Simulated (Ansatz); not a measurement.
## Which is lower?

The two ends of one reaction step of SiH2SF2, singlet (PBE0-D4/def2-TZVP).

A:

```xyz
6
angstrom
Si -0.9413 1.2192 -0.3400
S 0.7926 -0.9894 -0.8443
H 1.8589 -0.3174 -0.3807
F -0.1438 1.4050 1.0596
F -2.0351 0.1199 0.1253
H 0.4687 -1.4374 0.3800
```

B:

Si1  (-0.271, 0.366, -0.158)
S2  (0.250, -1.655, 0.118)
H3  (0.669, 1.132, -0.992)
F4  (-0.393, 1.130, 1.225)
F5  (-1.701, 0.358, -0.836)
H6  (1.446, -1.331, 0.643)
(Å)

Ansatz 0.2.0; basis: def2-TZVPP; cores frozen in the correlated methods. B3LYP uses VWN-RPA correlation.

**Question.** Which structure is lower at CCSD(T), and by how much? (An estimate is asked for; the value comes from the calculation.)

**Answer.** Computed: B, by 183.9 kJ/mol (electronic energy, against the other). By their contacts, A is a complex of SiF₂ + H₂S and B is SiH₂SF₂ ([F][SiH]([F])[SH]).

All methods give the same order:

```tsv
method	E(B) − E(A) (kJ/mol)
SPW92	-171.1
PBE-D4	-163.0
BLYP-D4	-150.4
r2SCAN-D4	-192.2
B97M-V	-185.1
PBE0-D4	-182.6
B3LYP-D4	-168.0
r2SCAN0-D4	-200.0
BHLYP-D4	-188.3
CAM-B3LYP-D4	-176.7
wB97X-V	-186.7
wB97M-V	-168.9
B2PLYP	-180.0
PBE-QIDH	-200.5
RPA on PBE	-170.5
HF	-204.4
MP2	-197.4
CCSD	-186.1
CCSD(T)	-183.9
```

The T1 diagnostic stays at or below 0.014.

Labels in which every atom is bracketed show which atoms are joined, not bond orders.

For scale, one of the runs: CCSD(T)/def2-TZVPP, 174 basis functions, launched by `ansatz run in.yaml --threads 2 --pin off --events-out ev --progress --plain --max-ram 4352MiB`. Time: 23 s of wall clock on 2 CPU threads of an Intel Xeon 6975P-C; the host was shared. Peak host memory: 1.6 GiB.
